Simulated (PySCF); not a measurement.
Vertical excitation energies

Species: C6H5Cl2N.
SMILES: `N#CC1=C(CCl)[C@H](Cl)C1`

Computed, not measured: PySCF, TDDFT wB97X-D/def2-SVPD, vertical, gas phase, core orbitals frozen in the response. Isolated species at its GFN2-xTB geometry (one conformer only). Torsions of this conformer, `[N:1]#[C:2][C:3]1=[C:4]([CH2:5][Cl:6])[C@H:7]([Cl:8])[CH2:9]1`: C3–C4–C5–Cl6 103°.

```
state  E (eV)  ν̃ (cm⁻¹)       f  main configurations (H = HOMO, L = LUMO)
   S1    5.52      44540   0.315                                 H→L (91%)
   S2    5.91      47650  0.0091     H-3→L (26%), H-5→L (24%), H-1→L (23%)
   S3    6.02      48550   0.011     H-1→L (44%), H-3→L (22%), H-2→L (20%)
   S4    6.14      49550   0.065     H-2→L (58%), H-3→L (15%), H-1→L (10%)
   S5    6.29      50770   0.011     H-4→L (44%), H-3→L (25%), H-1→L (13%)
   S6    6.49      52310  0.0089                  H-5→L (50%), H-4→L (25%)
   S7    6.85      55220  0.0017                               H→L+2 (70%)
   S8    7.43      59890   0.032                               H→L+1 (75%)
```

Triplets, Tamm–Dancoff:

```json
{"state": "T1", "E (eV)": "3.42", "λ (nm)": "362.7", "main configurations (H = HOMO, L = LUMO)": "H→L (90%)"}
{"state": "T2", "E (eV)": "5.55", "λ (nm)": "223.4", "main configurations (H = HOMO, L = LUMO)": "H-3→L (24%), H-4→L (24%), H-1→L (17%)"}
{"state": "T3", "E (eV)": "5.66", "λ (nm)": "218.9", "main configurations (H = HOMO, L = LUMO)": "H-1→L (33%), H-3→L (33%), H-2→L (13%)"}
```

The lowest singlet lies at 5.52 eV (225 nm, ultraviolet) and is strong; its leading configuration is HOMO→LUMO (91%). The lowest level is also the most intense of those listed (f = 0.315). Löwdin shares by element: HOMO carbon 45% or more, nitrogen 14%, chlorine 11% or more (atoms not listed hold the other 31%); LUMO carbon 57% or more, nitrogen 14% (atoms not listed hold the other 28%). Weighted by f, the mean energy of these states is 5.80 eV. The listed states span 1.90 eV, and the widest gap between neighbours is 0.58 eV (S7 to S8). Orbital energies (eV): HOMO-3 -11.04, HOMO-2 -11.02, HOMO-1 -10.93, HOMO -10.03, LUMO -0.68, LUMO+1 1.63, LUMO+2 1.80. The window holds the lowest 8 singlets.
